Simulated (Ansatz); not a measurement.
Consider the redistribution: `C=[C](Cl)[AlH][SiH3]` + `C[SiH](F)[SiH3]` → `C=[C](Cl)[AlH][CH3]` + `F[SiH]([SiH3])[SiH3]`.

Calculated with Ansatz (gas phase, PBE0-D4/def2-TZVP geometries, no zero-point term in ΔE). CCSD(T)/CBS is the MP2 limit (def2-TZVPP, def2-QZVPP) plus CCSD(T) − MP2 in def2-TZVPP, frozen cores. Functionals use def2-TZVPP. B3LYP here is the variant with VWN-RPA as its local correlation; programs differ in this. Each species was taken in one conformer, which may not be the lowest.

| level | ΔE (eV) |
| --- | --- |
| B3LYP-D4 | 0.12 |
| ωB97X-V | 0.14 |
| B2PLYP | 0.13 |
| PBE | 0.13 |
| MP2/def2-TZVPP | 0.15 |
| SCS-MP2/def2-TZVPP | 0.15 |
| CCSD(T)/def2-TZVPP | 0.16 |
| HF/def2-QZVPP | 0.17 |

What does CCSD(T)/CBS give? (Estimate.)

Computed: +0.14 eV. The listed levels differ from it by -0.02, 0.00, -0.01, -0.01, 0.01, 0.01, 0.02, 0.03 eV.

Largest T1 diagnostic among the species: 0.013.
